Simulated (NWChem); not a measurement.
# C$_{4}$H$_{4}$N, doublet; SMILES c1cc[c][nH]1

Computed with NWChem. Spin-unrestricted. In the optimisation the excess spin sits in a' (Cs, its own frame). The geometry was optimised at B3LYP/6-31G* (spherical d), spin-unrestricted. No stability test was run on the SCF state. Level: PBE0/def2-SVP with COSMO at NWChem's default radii, gas-phase geometry; the question gives the dielectric constant. Reactions with the solvent are ignored.

Q: Estimate the computed values for dielectric constant 20.7. Quantities: electrostatic solvation energy (kcal/mol); dipole in solution (D).

A: 
```yaml
electrostatic solvation energy (kcal/mol): -5.5
dipole in solution (D): 2.42
```
